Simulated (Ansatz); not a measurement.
System: HgI, net charge 1, singlet state. 
Structure (B3LYP-D3(BJ)/def2-TZVP (Ansatz, a program for electronic structure) minimum search):
SMILES: [I][Hg+]
```xyz
2

Hg     0.0000     0.0000    -1.0354
I      0.0000     0.0000     1.5629
```
Charge +1, spin multiplicity 1.

Parts of the frozen-core correlation energy in def2-QZVPP (Ansatz, hartree). Frozen orbitals: 13; correlated occupied orbitals by spin: 9 and 9; virtual: 148 and 148. No spin-orbit coupling. In def2 rows, elements after Kr have scalar-relativistic effective core potentials.

| term | value |
|---|---|
| reference (HF) | -448.92671 |
| MP2 opposite-spin | -0.39132 |
| MP2 same-spin | -0.18385 |
| CCSD correlation | -0.55280 |
| (T) | -0.02608 |
| T1 diagnostic | 0.025 |
| largest doubles amplitude | 0.098 |
